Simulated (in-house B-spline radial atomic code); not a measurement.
## Ionising Pm II (Pm+) with different functionals

Computed with a B-spline radial code for spherical atoms: four-component Dirac-Coulomb Hamiltonian, Fermi nucleus of rms radius 4.962 fm, spin-restricted, spherical fractional occupations for the functionals, and exact exchange of hybrids averaged over the configuration. The ionisation energy is the difference of two self-consistent energies, [Xe] 4f5 6s1 → [Xe] 4f5, without Breit or QED terms; ε is the level of the shell that loses the electron (mean over j).

```tsv
method	rung	ΔSCF (eV)	-ε(6s) (eV)
BHandHLYP	global hybrid	?	?
B3LYP	global hybrid	11.08	8.96
B97-1	global hybrid	?	?
CAM-B3LYP	range-separated hybrid	11.06	10.02
```

Q: What does B97-1 give?

A: ΔSCF 10.82 eV, and -ε(6s) = 8.81 eV.

Q: What does BHandHLYP give?

A: ΔSCF 10.88 eV, and -ε(6s) = 9.56 eV.

Q: Among the functionals, which spreads more, the ΔSCF values or the orbital energies?

A: The orbital energies: ΔSCF values span about 0.26 eV and the orbital energies 1.21 eV; here energy differences depend much less on the functional than eigenvalues do.

Q: How do they compare with the NIST value?

A: NIST lists 10.94 eV ± 0.02 (semi-empirical, ground level to ground level). Errors run from -0.12 to +0.15 eV; BHandHLYP is closest (-0.06 eV), but part of that can be cancellation, since the calculations leave out Breit-QED terms, spin polarisation, the choice among j levels, multiplet and fine-structure energies.
